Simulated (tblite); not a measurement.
C4H12N4Si.
Numbering: `[CH3:1][NH:2][CH2:3][Si@@:4]([NH2:5])([C:6]#[N:7])[NH:8][CH3:9]` (hydrogens: H10, H11, H12 on C1; H13 on N2; H14, H15 on C3; H16, H17 on N5; H18 on N8; H19, H20, H21 on C9)

Computed with GFN2-xTB (tblite), gas phase: L-BFGS steps from a force-field or distance-geometry start until the largest atomic force falls under 0.01 eV/Å.

Step 40: E = -763.4447 eV
```
atom  x, y, z in Å  |  force x, y, z in eV/Å
C1     -2.6532   -0.1150    0.6540    0.039   0.051  -0.034
N2     -2.2415    0.1983   -0.6988    0.131  -0.001  -0.039
C3     -0.9140   -0.3070   -1.0237    0.148   0.014  -0.025
Si4     0.4939    0.4860    0.0103   -0.004   0.019   0.150
N5      0.3684    2.1895   -0.0363    0.138   0.016  -0.109
C6      0.3953   -0.2534    1.7454    0.039   0.066  -0.166
N7      0.3371   -0.7233    2.7880   -0.023  -0.042   0.116
N8      2.1365    0.1486   -0.3812    0.018   0.094  -0.136
C9      2.7648   -1.1333   -0.1858    0.020  -0.051  -0.026
H10    -3.6937    0.1745    0.7896   -0.011  -0.035  -0.017
H11    -2.5303   -1.1742    0.9265   -0.071  -0.019  -0.081
H12    -2.0406    0.4660    1.3436   -0.020   0.041   0.025
H13    -2.9091   -0.1751   -1.3705   -0.012  -0.033   0.122
H14    -0.8616   -1.4117   -0.9519   -0.019   0.098   0.034
H15    -0.7102   -0.0539   -2.0683   -0.121  -0.044  -0.032
H16    -0.5051    2.6783   -0.1154    0.113  -0.032   0.035
H17     1.1776    2.7789    0.0798   -0.271  -0.021   0.056
H18     2.5808    0.6606   -1.1313   -0.153  -0.010   0.083
H19     2.3026   -1.6302    0.6591   -0.028  -0.043   0.134
H20     3.8250   -1.0019    0.0224    0.107   0.026   0.050
H21     2.6682   -1.7847   -1.0562   -0.019  -0.094  -0.140
```

Step 41: E = -763.4479 eV
```
atom  x, y, z in Å  |  force x, y, z in eV/Å
C1     -2.6459   -0.1071    0.6559    0.093  -0.002  -0.169
N2     -2.2295    0.2058   -0.6954    0.109   0.087  -0.062
C3     -0.9022   -0.2964   -1.0136    0.134  -0.026  -0.042
Si4     0.4932    0.4911    0.0293   -0.074   0.051   0.119
N5      0.3650    2.1939   -0.0658   -0.316  -0.315  -0.174
C6      0.3847   -0.2660    1.7556    0.070   0.115  -0.134
N7      0.3282   -0.7374    2.7975   -0.032  -0.052   0.104
N8      2.1284    0.1437   -0.3685    0.151   0.187  -0.304
C9      2.7665   -1.1344   -0.1897   -0.066  -0.030   0.022
H10    -3.6832    0.1834    0.7785   -0.125   0.012   0.058
H11    -2.5273   -1.1664    0.9114   -0.086  -0.161   0.001
H12    -2.0317    0.4563    1.3555   -0.014   0.121   0.028
H13    -2.8901   -0.1763   -1.3681   -0.058  -0.021   0.117
H14    -0.8485   -1.3973   -0.9373   -0.026  -0.027   0.054
H15    -0.6966   -0.0570   -2.0595   -0.094   0.018  -0.056
H16    -0.5157    2.6757   -0.1366    0.188  -0.074   0.061
H17     1.1559    2.7772    0.0939    0.151   0.319   0.147
H18     2.5441    0.6408   -1.1467   -0.143   0.011   0.141
H19     2.3078   -1.6368    0.6503   -0.024  -0.104   0.247
H20     3.8248   -0.9938    0.0120    0.165   0.001   0.060
H21     2.6632   -1.7822   -1.0592   -0.003  -0.111  -0.219
```

Step 42: E = -763.4532 eV
```
atom  x, y, z in Å  |  force x, y, z in eV/Å
C1     -2.6431   -0.1003    0.6582    0.037  -0.016  -0.056
N2     -2.2255    0.2113   -0.6926    0.076   0.111  -0.053
C3     -0.9025   -0.3019   -1.0115    0.078  -0.044  -0.051
Si4     0.4891    0.4857    0.0321    0.049   0.041   0.020
N5      0.3519    2.1846   -0.1182    0.459   0.170   0.028
C6      0.3811   -0.2809    1.7525    0.064   0.074   0.015
N7      0.3284   -0.7577    2.7933   -0.027  -0.003  -0.006
N8      2.1362    0.1524   -0.3470    0.121   0.157  -0.317
C9      2.7747   -1.1310   -0.1890   -0.049  -0.022   0.016
H10    -3.6749    0.2271    0.7896    0.081  -0.045   0.057
H11    -2.5608   -1.1721    0.8971   -0.104  -0.003   0.008
H12    -1.9980    0.4338    1.3631   -0.170   0.017  -0.097
H13    -2.8923   -0.1636   -1.3643   -0.033  -0.009   0.128
H14    -0.8588   -1.4009   -0.9295   -0.013  -0.082   0.066
H15    -0.7006   -0.0726   -2.0591   -0.065   0.045  -0.073
H16    -0.5272    2.6681   -0.1827    0.127  -0.076   0.086
H17     1.1403    2.7748    0.1336   -0.523  -0.155  -0.039
H18     2.5555    0.6615   -1.1171   -0.175  -0.011   0.167
H19     2.3312   -1.6313    0.6637    0.034  -0.084   0.172
H20     3.8423   -0.9914   -0.0123    0.003  -0.041   0.025
H21     2.6440   -1.7788   -1.0605    0.030  -0.022  -0.095
```

Q: Estimate the geometry and energy of step 43. (The exact step hangs on the optimiser's Hessian estimate; all steps are aligned on step 42, rigid shifts and turns removed.)

A: E = -763.4614 eV, largest force 0.209 eV/Å
```
atom  x, y, z in Å  |  force x, y, z in eV/Å
C1     -2.6469   -0.1066    0.6535   -0.024  -0.004  -0.002
N2     -2.2319    0.2056   -0.6977    0.033   0.067  -0.016
C3     -0.9052   -0.3008   -1.0204    0.018   0.000  -0.011
Si4     0.4908    0.4892    0.0240    0.143  -0.095  -0.030
N5      0.3656    2.1873   -0.0741    0.121   0.137  -0.102
C6      0.3921   -0.2633    1.7485    0.022   0.005   0.072
N7      0.3339   -0.7345    2.7919   -0.013   0.018  -0.039
N8      2.1331    0.1440   -0.3731    0.003   0.046  -0.114
C9      2.7706   -1.1385   -0.1891   -0.005  -0.012  -0.002
H10    -3.6892    0.1900    0.7850    0.098  -0.028   0.004
H11    -2.5411   -1.1739    0.9071   -0.057   0.025  -0.017
H12    -2.0263    0.4580    1.3537   -0.098  -0.005  -0.047
H13    -2.9026   -0.1775   -1.3610    0.009  -0.007   0.083
H14    -0.8595   -1.4006   -0.9392    0.010  -0.044   0.053
H15    -0.7164   -0.0651   -2.0695   -0.021   0.022  -0.054
H16    -0.5086    2.6758   -0.1330    0.019  -0.053   0.040
H17     1.1545    2.7863    0.1035   -0.155  -0.016   0.076
H18     2.5658    0.6637   -1.1239   -0.117  -0.015   0.067
H19     2.3139   -1.6344    0.6639    0.048  -0.019   0.038
H20     3.8361   -0.9953    0.0119   -0.065  -0.044  -0.006
H21     2.6623   -1.7927   -1.0628    0.029   0.023   0.008
```

The energy changes by -0.0082 eV. The first-order estimate −F·Δx gives -0.0197 eV and the mean of the old and new forces, exact on a quadratic surface, -0.0089 eV. The step makes an angle of 80° with the force vector and moves no atom by more than 0.054 Å.

The cost below is that of the whole relaxation. The run took 1.8 s of wall time on an Arm Neoverse N1 with one thread, shared host with 64 logical CPUs at a one-minute load of 60.
